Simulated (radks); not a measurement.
The numbers below are computed, except where a source is named.
Te IV, 49 electrons, occupied as [Kr] 4d10 5s2 5p1. Code: a radial shooting solver on a logarithmic mesh with Libxc functionals. Model: Dirac Kohn-Sham, LDA (Slater exchange, Perdew-Wang correlation), spin-unpolarised, spherical densities, point nucleus; open shells fill j = l - 1/2 first.

Normalised radial functions P(r) = r R(r) (large component), r in bohr:

r           4p1/2    4d5/2
0.001957   0.0071   0.0000
0.002991   0.0129   0.0000
0.00457    0.0239   0.0002
0.006984   0.0452   0.0006
0.01067    0.0851   0.0019
0.01631    0.1558   0.0060
0.02492    0.2668   0.0184
0.03808    0.4031   0.0525
0.05818    0.4805   0.1346
0.08891    0.3228   0.2948
0.1359    -0.1843   0.5088
0.2076    -0.6936   0.5910
0.3172    -0.4015   0.2360
0.4847     0.7167  -0.5423
0.7407     1.2861  -1.0888
1.132      0.7537  -0.9033
1.73       0.1750  -0.3898
2.643      0.0130  -0.0786
4.038      0.0002  -0.0052
6.171      0.0000  -0.0001

4p1/2: eigenvalue -151.68 eV, 2 radial nodes at r = 0.119, 0.375 bohr, <r> = 0.801 bohr, 90 % of the charge inside 1.17 bohr. 4d5/2: eigenvalue -71.642 eV, 1 radial node at r = 0.366 bohr, <r> = 0.971 bohr, 90 % of the charge inside 1.49 bohr.
